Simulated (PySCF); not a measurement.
Species: C6H8NO (charge -1).
SMILES with atom numbers: `[CH3:1][O:2][CH2:3][c:4]1[cH:5][cH:6][cH:7][n-:8]1` (hydrogens: H9, H10, H11 on C1; H12, H13 on C3; H14 on C5; H15 on C6; H16 on C7)

Computed geometry: GFN2-xTB, gas phase.

(1) List the bond lengths, angles and torsions at this level.

Results:

(1) 
```csv
bond,length (Å),order
C1–O2,1.402,single
O2–C3,1.443,single
C3–C4,1.490,single
C4–C5,1.389,aromatic
C5–C6,1.400,aromatic
C6–C7,1.384,aromatic
C7–N8,1.345,aromatic
C4–N8,1.359,aromatic
"C1–H9, C1–H11",1.094,single
C1–H10,1.102,single
C3–H12,1.104,single
C3–H13,1.095,single
C5–H14,1.082,single
C6–H15,1.083,single
C7–H16,1.084,single
```

Bonds in one row agree within 0.01 Å and their mean is given. Orders are formal, as drawn. A selection of angles:
```csv
angle,degrees
O2–C1–H9,107.6
O2–C1–H10,110.8
O2–C1–H11,110.3
H9–C1–H10,109.2
H10–C1–H11,108.5
C1–O2–C3,111.6
O2–C3–C4,114.7
O2–C3–H12,107.6
O2–C3–H13,103.9
C4–C3–H12,110.6
H12–C3–H13,109.0
C3–C4–C5,127.4
C3–C4–N8,121.3
C5–C4–N8,111.2
C4–C5–C6,105.8
C4–C5–H14,126.7
C6–C5–H14,127.5
C5–C6–C7,105.5
C5–C6–H15,127.3
C7–C6–H15,127.2
C6–C7–N8,112.1
C6–C7–H16,127.8
N8–C7–H16,120.1
C4–N8–C7,105.3
```

Torsions: C1–O2–C3–C4 -62° (synclinal); O2–C3–C4–C5 -97° (anticlinal). The mirror-image conformer, all signs reversed, is as good.

C4 (substituted aromatic carbon) is planar (angles 127.4°, 121.3° and 111.2°, sum 360.0°, 0.01 Å off the plane of its three neighbours). C5 (aromatic CH carbon) is planar (angles 127.5°, 126.7° and 105.8°, sum 360.0°, 0.00 Å off the plane of its three neighbours). The C–C distances run from 1.384 Å (C6–C7, aromatic) to 1.490 Å (C3–C4, drawn single), a spread of 0.106 Å. Of the pairs four or more bonds apart, N8···H11 is among the closest relative to their van der Waals radii: 2.23 Å, 81 % of the sum of Bondi's values. The 5-membered ring C4–C5–C6–C7–N8 has internal angles of 105.3° to 112.1° (sum 540°, against 540° for a flat polygon); it is planar, 0.00 Å rms from its mean plane, widest ring torsion 0°. N8 (two-coordinate ring nitrogen) is bent (angle 105.3°). C6 (aromatic CH carbon) is planar (angles 127.3°, 127.2° and 105.5°, sum 360.0°, 0.00 Å off the plane of its three neighbours).

Point group: C1 (no symmetry element, even within 0.4 Å). No frequency check.
